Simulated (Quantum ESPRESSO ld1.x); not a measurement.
Values are calculated unless marked as measured or tabulated.
Species: Ag II. Configuration: [Ar] 3d10 4s1 4p6 4d10 5p1 (not the ground configuration). Code: ld1.x of Quantum ESPRESSO 7.5. Model: Dirac Kohn-Sham, BLYP, spin-unpolarised, spherical densities, point nucleus; open shells are shared between the two j in proportion to 2j + 1.

Unscreened Slater integrals over Kohn-Sham orbitals (eV). Large and small components are both included.

\begin{tabular}{lr}
integral & value \\ \hline
F0(5p3/2,5p3/2) & 7.1519 \\
F2(5p3/2,5p3/2) & 3.8069 \\
F0(5p3/2,5p1/2) & 7.2641 \\
G2(5p3/2,5p1/2) & 3.8551 \\
F0(5p3/2,4d5/2) & 9.0404 \\
F2(5p3/2,4d5/2) & 2.3382 \\
G1(5p3/2,4d5/2) & 0.94209 \\
G3(5p3/2,4d5/2) & 0.77098 \\
F0(5p3/2,4d3/2) & 9.0519 \\
F2(5p3/2,4d3/2) & 2.3057 \\
G1(5p3/2,4d3/2) & 0.90139 \\
G3(5p3/2,4d3/2) & 0.74477 \\
F0(5p1/2,5p1/2) & 7.3833 \\
F0(5p1/2,4d5/2) & 9.3109 \\
G3(5p1/2,4d5/2) & 0.86214 \\
F0(5p1/2,4d3/2) & 9.3234 \\
G1(5p1/2,4d3/2) & 1.0303 \\
F0(4d5/2,4d5/2) & 18.903 \\
F2(4d5/2,4d5/2) & 9.3429 \\
F4(4d5/2,4d5/2) & 6.0891 \\
F0(4d5/2,4d3/2) & 19.026 \\
F2(4d5/2,4d3/2) & 9.4060 \\
G2(4d5/2,4d3/2) & 9.4008 \\
G4(4d5/2,4d3/2) & 6.1288 \\
F0(4d3/2,4d3/2) & 19.152 \\
F2(4d3/2,4d3/2) & 9.4721 \\
\end{tabular}
